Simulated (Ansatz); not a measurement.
`F[Si](F)(F)[Si](F)(F)F`, relaxed with RKS PBE-D4/def2-SVP in Ansatz 0.2.0 from a rough embedded geometry. The force threshold is 0.03 eV/Å; the program also tests the step.

The species carries charge 0 and has multiplicity 1.

Start:

```xyz
8

F     0.653   -2.122    0.813
Si   -0.197   -0.730    0.890
F     0.184   -0.020    2.290
F    -1.822   -1.165    0.961
Si    0.236    0.746   -0.896
F    -0.134    0.056   -2.332
F    -0.663    2.073   -0.780
F     1.744    1.162   -0.945
```

```csv
step,energy (eV),largest force (eV/Å),largest move (Å)
1,-32025.1150,1.804,0.000
2,-32025.2196,1.048,0.077
3,-32025.2669,0.190,0.031
4,-32025.2684,0.023,0.008
```

End:

```xyz
8

F     0.664   -2.069    0.744
Si   -0.212   -0.718    0.887
F     0.167   -0.011    2.291
F    -1.776   -1.124    0.925
Si    0.212    0.718   -0.887
F    -0.153    0.005   -2.291
F    -0.676    2.062   -0.752
F     1.773    1.136   -0.917
```

It took 10 s on 2 threads of an AMD EPYC 7R13 on a shared host, with 0.22 GiB of host memory at the peak.
